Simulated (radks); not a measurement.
Q: These are the eigenvalues of the occupied orbitals of an atom or ion with whole-number occupations (Ry). Method: non-relativistic Kohn-Sham, r2SCAN, spin-polarised, spherical densities, point nucleus; meta-GGA in the generalised Kohn-Sham scheme; computed with a radial shooting solver on a logarithmic mesh with Libxc functionals.

1s up: -31.44259
1s down: -31.23797
2s up: -3.87729
2p up: -2.94110

Which element is it, and in what charge state? The configuration may be excited. Open shells, if any, are filled with parallel spins first.

A: Z = 7, nitrogen, charge +2: N2+ in [He] 2s1 2p2. The list shows which subshells hold electrons but not how many an open one holds; the 1s level, -15.721 hartree, gives Z - s = 5.6 by -(Z - s)^2/2, which with screening narrows Z to a few neighbours, and the depths of the outer levels then fix element, charge and occupations together.
